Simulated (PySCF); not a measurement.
This PySCF input asks for the NMR shieldings of `C#CP(CC)C(C)C`, C$_{7}$H$_{13}$P; the geometry comes from GFN2-xTB.

```python
import basis_set_exchange as bse
import numpy as np
from pyscf import gto, dft
from pyscf.prop import nmr

atoms = """
C     0.693736   -2.834647    0.825622
C     0.483863   -1.788789    0.269725
P     0.178476   -0.346186   -0.707470
C     1.573010    0.688591   -0.010556
C     2.927411    0.119907   -0.411509
C    -1.236504    0.324302    0.343202
C    -2.435669   -0.608738    0.208356
C    -1.601743    1.735537   -0.104500
H     0.875483   -3.726849    1.351533
H     1.466778    1.700147   -0.412427
H     1.485681    0.737074    1.078868
H     3.049873   -0.884634   -0.011239
H     3.733052    0.745592   -0.030634
H     3.015054    0.067604   -1.495135
H    -0.910585    0.342974    1.391092
H    -3.257985   -0.264108    0.833914
H    -2.171142   -1.620547    0.510606
H    -2.779673   -0.638477   -0.824417
H    -2.456817    2.100999    0.462908
H    -1.866237    1.740456   -1.160859
H    -0.774982    2.426738    0.047151
"""
names = dict.fromkeys(["C", "P", "H"], "pcSseg-1")
basis = {el: gto.basis.parse(bse.get_basis(n, elements=[el], fmt="nwchem")) for el, n in names.items()}
mol = gto.M(atom=atoms, basis=basis, charge=0, verbose=0)
mf = dft.RKS(mol, xc="PBE0")
mf.grids.level = 2
mf.grids.alignment = dft.numint.BLKSIZE   # the property module wants whole blocks of grid points
mf.conv_tol = 1e-9
mf.kernel()

calc = nmr.RKS(mf)   # GIAO
C = mf.mo_coeff
Co = C[:, mf.mo_occ > 0]
resp = mf.gen_response(singlet=True, hermi=2)
def vind(x):   # induced exchange potential for any number of trial vectors
    d = np.einsum("pi,xij,qj->xpq", C, 2 * x.reshape(-1, C.shape[1], Co.shape[1]), Co, optimize=True)
    return np.einsum("xpq,pi,qj->xij", resp(d - d.transpose(0, 2, 1)), C, Co, optimize=True).ravel()
mo1, _ = nmr.rhf.solve_mo1(calc, with_cphf=vind)
sigma = calc.kernel(mo1)
for i, s in enumerate(sigma):   # ppm
    w = np.linalg.eigvalsh((s + s.T) / 2)
    print("%2d %-2s iso %8.1f  s11 %8.1f  s22 %8.1f  s33 %8.1f" % (i, mol.atom_pure_symbol(i), w.mean(), *w))
```

Task: Give the expected output.

Result: 
```
 0 C  iso     86.1  s11      4.7  s22     22.0  s33    231.5
 1 C  iso     94.5  s11    -11.7  s22      0.1  s33    295.1
 2 P  iso    373.4  s11    327.7  s22    380.4  s33    412.2
 3 C  iso    159.0  s11    145.4  s22    158.6  s33    172.9
 4 C  iso    174.0  s11    165.0  s22    168.9  s33    188.1
 5 C  iso    148.1  s11    136.1  s22    144.8  s33    163.4
 6 C  iso    163.8  s11    149.9  s22    155.4  s33    186.3
 7 C  iso    165.9  s11    154.8  s22    156.4  s33    186.6
 8 H  iso     29.4  s11     24.3  s22     24.6  s33     39.2
 9 H  iso     30.0  s11     24.0  s22     30.6  s33     35.4
10 H  iso     30.0  s11     25.4  s22     30.3  s33     34.4
11 H  iso     30.1  s11     24.5  s22     30.8  s33     35.1
12 H  iso     30.3  s11     25.1  s22     27.2  s33     38.5
13 H  iso     30.7  s11     26.2  s22     28.6  s33     37.2
14 H  iso     29.8  s11     27.2  s22     28.8  s33     33.4
15 H  iso     30.5  s11     26.1  s22     27.5  s33     37.9
16 H  iso     29.8  s11     23.8  s22     30.3  s33     35.2
17 H  iso     30.8  s11     27.4  s22     28.5  s33     36.6
18 H  iso     30.5  s11     25.9  s22     27.6  s33     37.8
19 H  iso     30.9  s11     27.3  s22     28.7  s33     36.7
20 H  iso     30.5  s11     24.4  s22     30.5  s33     36.4
```

These numbers come from an equivalent density-fitted implementation of the same equations, which agrees with the script to about 0.01 ppm for H and up to a few tenths of a ppm for heavy atoms, so last digits may differ.

Size and cost of the density-fitted run: 208 basis functions, about 100 core-seconds.
